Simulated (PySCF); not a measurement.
A structure optimised at B3LYP-D3(BJ)/def2-TZVP, used in a PySCF frequency run:

```xyz
4

Zr     0.0000     0.0000     0.2412
F      1.5142    -0.8743    -0.3574
F     -1.5142    -0.8743    -0.3574
F      0.0000     1.7485    -0.3574
```
Charge +1, spin multiplicity 1.

Write its SMILES, formula and point group.

[F][Zr+]([F])[F], F3Zr, C3v

What are its rotational constants (standard atomic weights)?

5.0694, 5.0694, 2.9003 GHz
